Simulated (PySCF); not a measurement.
Species: `C=C1C[C@H]1[SiH2]C1(Cl)CC1`. The columns A, B, C and D hold Mulliken, IAO, Hirshfeld and ESP-fitted charges (e) of one PBE0/pcSseg-1 density (PySCF), in a shuffled order. Coordinates in Å (GFN2-xTB); the density's dipole moment is (-1.02, -1.46, -0.32) D.

```tsv
atom	x	y	z	A	B	C	D
C1	3.061	0.554	0.109	-0.113	-0.102	-0.526	-0.334
C2	2.135	-0.340	-0.117	-0.006	-0.237	+0.180	+0.025
C3	1.324	-1.449	0.372	-0.087	-0.142	-0.308	-0.289
C4	1.185	-0.939	-1.062	-0.135	-0.498	-0.296	-0.434
Si5	-0.352	-0.007	-1.625	+0.336	+0.859	+0.397	+0.782
C6	-1.217	0.748	-0.117	-0.058	-0.604	-0.084	-0.256
Cl7	-0.204	1.959	0.696	-0.041	-0.081	-0.090	-0.090
C8	-2.691	1.020	-0.097	-0.091	-0.127	-0.355	-0.281
C9	-2.120	-0.051	0.776	-0.091	-0.153	-0.231	-0.287
H10	3.547	0.633	1.069	+0.047	+0.114	+0.201	+0.155
H11	3.373	1.252	-0.651	+0.046	+0.114	+0.196	+0.154
H12	1.792	-2.411	0.531	+0.052	+0.141	+0.148	+0.157
H13	0.525	-1.237	1.069	+0.043	+0.156	+0.131	+0.152
H14	1.628	-1.570	-1.826	+0.049	+0.161	+0.161	+0.164
H15	-0.009	1.082	-2.541	-0.076	-0.070	-0.081	-0.117
H16	-1.307	-0.943	-2.234	-0.078	-0.101	-0.081	-0.131
H17	-3.031	1.929	0.374	+0.051	+0.146	+0.171	+0.164
H18	-3.266	0.733	-0.964	+0.051	+0.137	+0.174	+0.152
H19	-2.300	-1.083	0.513	+0.051	+0.141	+0.144	+0.151
H20	-2.079	0.131	1.839	+0.051	+0.147	+0.149	+0.163
```

Question: Which column most likely holds the ESP-fitted charges?

Answer: C. Σ q r misses the density's dipole by 0.05 D (C), 0.96 D (A), 1.10 D (D), 1.82 D (B). Charges fitted to the outside potential are the only set here that is tied to the molecule's multipoles.

Question: And the Hirshfeld charges?

Answer: A. The mean sizes are 0.078 e (A), 0.205 e (C), 0.212 e (B), 0.222 e (D), and Hirshfeld charges are commonly the smallest of these schemes.

As computed, A = Hirshfeld, B = Mulliken, C = ESP-fitted, D = IAO. Hydrogens on carbon: Hirshfeld +0.04 to +0.05, Mulliken +0.11 to +0.16, ESP-fitted +0.13 to +0.20, IAO +0.15 to +0.16 e.

The IAO scheme counts the electrons in orthogonalised intrinsic atomic orbitals, a minimal basis polarised so that it spans the occupied orbitals exactly. The Mulliken scheme counts on each atom the diagonal of the density matrix times the overlap matrix over that atom's basis functions.

One conformer (not necessarily the lowest) at the GFN2-xTB geometry, without solvent, vibrations or thermal averaging.

The run behind these numbers computed NMR shieldings as well. On an Arm Neoverse V2 with one thread, on a shared host, this took 46 s wall and 1.0 GiB of memory at its peak.

Shape of the structure used: `[CH2:1]=[C:2]1[CH2:3][C@H:4]1[SiH2:5][C:6]1([Cl:7])[CH2:8][CH2:9]1`: C3–C4–Si5–C6 23°, C4–Si5–C6–Cl7 64°.
